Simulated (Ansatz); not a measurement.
Steps of a relaxation of C₂H₁₀Al₂Si (`C[CH2][AlH][AlH][SiH3]`) with RKS PBE0-D4/def2-TZVP.

```sh
$ ansatz run in.yaml --threads 4 --pin off --events-out ev --progress --plain --max-ram 10444MiB
```

```yaml
crystal:
  periodic: [false, false, false]
  atoms:
    - {symbol: C, position_ang: [-0.357745, -1.141690, 1.939148]}
    - {symbol: C, position_ang: [0.794101, -1.776576, 1.146802]}
    - {symbol: Al, position_ang: [0.949641, -1.303493, -0.775647]}
    - {symbol: Al, position_ang: [-0.676373, 0.414915, -1.841827]}
    - {symbol: Si, position_ang: [-0.392254, 2.841668, -1.445093]}
    - {symbol: H, position_ang: [-0.312347, -0.031635, 1.918611]}
    - {symbol: H, position_ang: [-0.359512, -1.439895, 3.009420]}
    - {symbol: H, position_ang: [-1.348765, -1.428062, 1.528029]}
    - {symbol: H, position_ang: [0.755847, -2.889637, 1.206434]}
    - {symbol: H, position_ang: [1.779812, -1.519260, 1.602156]}
    - {symbol: H, position_ang: [2.164481, -1.971813, -1.603289]}
    - {symbol: H, position_ang: [-1.970855, 0.014840, -2.717551]}
    - {symbol: H, position_ang: [-0.781932, 3.720987, -2.609926]}
    - {symbol: H, position_ang: [-1.281480, 3.237955, -0.281692]}
    - {symbol: H, position_ang: [1.015581, 3.221098, -1.046275]}
basis:
  gaussian: {orbitals: def2-TZVP}
hamiltonian: {xc: pbe0, dispersion: d4}
relax: {f_tol: 0.005, max_steps: 150}
```

Positions (Å) and forces (eV/Å) along the path, 9 of 16 steps:

```xyz
15
step=1 energy=-23296.9789 eV
C    -0.358   -1.142    1.939   -0.223    0.130    0.168
C     0.794   -1.777    1.147    0.274   -0.234    0.099
Al    0.950   -1.303   -0.776    0.073   -0.111    0.151
Al   -0.676    0.415   -1.842   -0.121    0.029   -0.088
Si   -0.392    2.842   -1.445   -0.013    0.283    0.100
H    -0.312   -0.032    1.919    0.001   -0.533   -0.013
H    -0.360   -1.440    3.009    0.028    0.123   -0.514
H    -1.349   -1.428    1.528    0.475    0.123    0.165
H     0.756   -2.890    1.206   -0.026    0.520    0.003
H     1.780   -1.519    1.602   -0.474   -0.092   -0.163
H     2.164   -1.972   -1.603   -0.143    0.079    0.098
H    -1.971    0.015   -2.718    0.153    0.036    0.105
H    -0.782    3.721   -2.610    0.090   -0.187    0.245
H    -1.281    3.238   -0.282    0.206   -0.084   -0.264
H     1.016    3.221   -1.046   -0.299   -0.082   -0.091
15
step=3 energy=-23297.0193 eV
C    -0.352   -1.137    1.922   -0.003    0.007   -0.008
C     0.795   -1.776    1.144    0.020   -0.003   -0.018
Al    0.952   -1.299   -0.759   -0.045    0.003    0.009
Al   -0.681    0.419   -1.818    0.047   -0.003   -0.013
Si   -0.395    2.840   -1.437   -0.020   -0.016   -0.001
H    -0.297   -0.045    1.899    0.003    0.017   -0.002
H    -0.360   -1.433    2.975    0.003   -0.007    0.013
H    -1.325   -1.414    1.506   -0.013   -0.006   -0.010
H     0.742   -2.870    1.208   -0.002   -0.015    0.001
H     1.759   -1.525    1.607    0.013    0.002    0.017
H     2.146   -1.961   -1.592    0.005    0.004    0.001
H    -1.954    0.005   -2.691   -0.010    0.001    0.006
H    -0.778    3.699   -2.594   -0.002    0.004   -0.004
H    -1.271    3.233   -0.290   -0.003    0.019    0.008
H     0.997    3.211   -1.049    0.005   -0.005    0.000
15
step=5 energy=-23297.0199 eV
C    -0.350   -1.140    1.920    0.013    0.006   -0.003
C     0.796   -1.786    1.145    0.006   -0.001    0.009
Al    0.955   -1.296   -0.754    0.004   -0.003   -0.003
Al   -0.674    0.423   -1.809   -0.015   -0.004   -0.009
Si   -0.400    2.846   -1.442   -0.007    0.008    0.007
H    -0.281   -0.048    1.904   -0.006   -0.003    0.002
H    -0.367   -1.443    2.972   -0.001   -0.002    0.001
H    -1.324   -1.404    1.496   -0.004   -0.001   -0.004
H     0.734   -2.881    1.202   -0.003    0.001    0.002
H     1.760   -1.544    1.614   -0.001   -0.005    0.000
H     2.153   -1.948   -1.590    0.001   -0.001    0.001
H    -1.958   -0.001   -2.662    0.007    0.006    0.004
H    -0.774    3.695   -2.610    0.000   -0.002   -0.005
H    -1.282    3.258   -0.306    0.004    0.000   -0.002
H     0.991    3.219   -1.050    0.002    0.001   -0.001
15
step=6 energy=-23297.0200 eV
C    -0.349   -1.143    1.920    0.013    0.003   -0.004
C     0.797   -1.791    1.145    0.003    0.003    0.014
Al    0.959   -1.293   -0.752   -0.001   -0.006   -0.004
Al   -0.675    0.425   -1.801   -0.006   -0.005   -0.006
Si   -0.402    2.850   -1.445   -0.003    0.006    0.004
H    -0.274   -0.051    1.910   -0.007   -0.007    0.003
H    -0.371   -1.451    2.970   -0.001    0.000   -0.004
H    -1.322   -1.399    1.491    0.001    0.000    0.000
H     0.729   -2.886    1.198   -0.002    0.004   -0.001
H     1.760   -1.556    1.618   -0.005   -0.005   -0.002
H     2.159   -1.942   -1.588    0.000    0.002    0.001
H    -1.963    0.000   -2.648    0.007    0.005    0.005
H    -0.771    3.690   -2.622   -0.001   -0.002    0.001
H    -1.286    3.270   -0.314    0.003    0.001   -0.005
H     0.988    3.226   -1.053   -0.001    0.000   -0.001
15
step=10 energy=-23297.0203 eV rejected
C    -0.340   -1.178    1.942   -0.014    0.003    0.010
C     0.797   -1.820    1.152    0.000   -0.010   -0.015
Al    0.972   -1.267   -0.730    0.003   -0.004    0.017
Al   -0.677    0.448   -1.760   -0.006    0.016   -0.019
Si   -0.407    2.886   -1.489    0.002    0.002    0.009
H    -0.243   -0.089    1.980    0.005   -0.005   -0.002
H    -0.382   -1.531    2.978    0.002    0.001   -0.004
H    -1.315   -1.394    1.493    0.002    0.000    0.002
H     0.699   -2.915    1.159    0.003    0.009    0.001
H     1.762   -1.630    1.640    0.001    0.002    0.000
H     2.184   -1.882   -1.574    0.000    0.000   -0.001
H    -1.983    0.013   -2.572   -0.003   -0.009    0.002
H    -0.754    3.673   -2.707    0.001   -0.010    0.000
H    -1.313    3.356   -0.396    0.000    0.000    0.001
H     0.975    3.279   -1.088    0.005    0.004    0.001
15
step=11 energy=-23297.0204 eV
C    -0.342   -1.173    1.939   -0.007    0.002    0.004
C     0.797   -1.815    1.150   -0.001   -0.004   -0.007
Al    0.971   -1.269   -0.733   -0.003   -0.003    0.003
Al   -0.677    0.446   -1.769    0.000    0.001    0.002
Si   -0.405    2.881   -1.480   -0.005   -0.003   -0.004
H    -0.247   -0.083    1.970    0.002   -0.003   -0.001
H    -0.380   -1.519    2.977    0.002    0.000   -0.002
H    -1.316   -1.394    1.493    0.002    0.000    0.001
H     0.704   -2.910    1.164    0.002    0.005    0.000
H     1.762   -1.618    1.636    0.001    0.001    0.001
H     2.180   -1.889   -1.577    0.002    0.000    0.001
H    -1.982    0.007   -2.582   -0.001    0.001   -0.001
H    -0.755    3.672   -2.695    0.002    0.000    0.002
H    -1.309    3.344   -0.383    0.002    0.001   -0.001
H     0.979    3.272   -1.081    0.000    0.002    0.001
15
step=12 energy=-23297.0203 eV rejected
C    -0.342   -1.186    1.949    0.003    0.004    0.003
C     0.795   -1.819    1.151   -0.006   -0.007   -0.006
Al    0.965   -1.264   -0.730    0.011    0.009    0.006
Al   -0.680    0.452   -1.768   -0.013   -0.003   -0.008
Si   -0.405    2.888   -1.492    0.011   -0.002    0.011
H    -0.250   -0.096    1.987   -0.001    0.002    0.000
H    -0.374   -1.539    2.985    0.001   -0.002    0.001
H    -1.318   -1.407    1.507   -0.004   -0.002   -0.004
H     0.707   -2.914    1.158   -0.002   -0.001    0.004
H     1.761   -1.621    1.634    0.005    0.002    0.001
H     2.184   -1.874   -1.569   -0.005   -0.001   -0.004
H    -1.987    0.016   -2.580    0.003   -0.004    0.001
H    -0.747    3.675   -2.713   -0.003    0.000   -0.005
H    -1.310    3.362   -0.400   -0.001    0.000   -0.002
H     0.979    3.275   -1.091    0.001    0.005    0.001
15
step=14 energy=-23297.0204 eV
C    -0.342   -1.190    1.952    0.005    0.000   -0.001
C     0.796   -1.819    1.152    0.002    0.000    0.002
Al    0.964   -1.260   -0.727    0.000    0.000   -0.006
Al   -0.682    0.454   -1.767   -0.008    0.004    0.002
Si   -0.404    2.890   -1.495    0.008    0.003    0.005
H    -0.253   -0.101    1.992   -0.002    0.001    0.001
H    -0.372   -1.546    2.987   -0.001    0.000    0.000
H    -1.318   -1.413    1.510   -0.002   -0.001   -0.001
H     0.711   -2.915    1.158   -0.001   -0.001    0.001
H     1.762   -1.620    1.635    0.000    0.000    0.001
H     2.180   -1.869   -1.571   -0.001    0.000    0.001
H    -1.989    0.018   -2.579    0.003   -0.004    0.001
H    -0.742    3.673   -2.719   -0.001    0.000   -0.003
H    -1.311    3.371   -0.407   -0.001   -0.004   -0.002
H     0.979    3.277   -1.092    0.000    0.002    0.000
15
step=16 energy=-23297.0204 eV
C    -0.343   -1.191    1.951    0.000    0.001    0.000
C     0.797   -1.819    1.152    0.000    0.001   -0.001
Al    0.965   -1.260   -0.728    0.000   -0.001    0.001
Al   -0.683    0.455   -1.764   -0.002   -0.003   -0.001
Si   -0.402    2.891   -1.495    0.000    0.004    0.001
H    -0.255   -0.101    1.991   -0.001    0.000    0.000
H    -0.375   -1.547    2.985    0.000    0.000    0.000
H    -1.318   -1.414    1.506    0.000    0.000    0.000
H     0.713   -2.914    1.159    0.000    0.000   -0.001
H     1.763   -1.618    1.636    0.000    0.000    0.000
H     2.178   -1.870   -1.573    0.000    0.000    0.000
H    -1.992    0.016   -2.571    0.001    0.000    0.001
H    -0.739    3.672   -2.721    0.000   -0.001    0.000
H    -1.312    3.370   -0.409    0.001    0.000   -0.001
H     0.980    3.280   -1.089   -0.001    0.000    0.000
```

Hardware: 4 threads of an Intel Xeon 6975P-C on a shared host. Wall time 41 s, peak host memory 0.81 GiB.
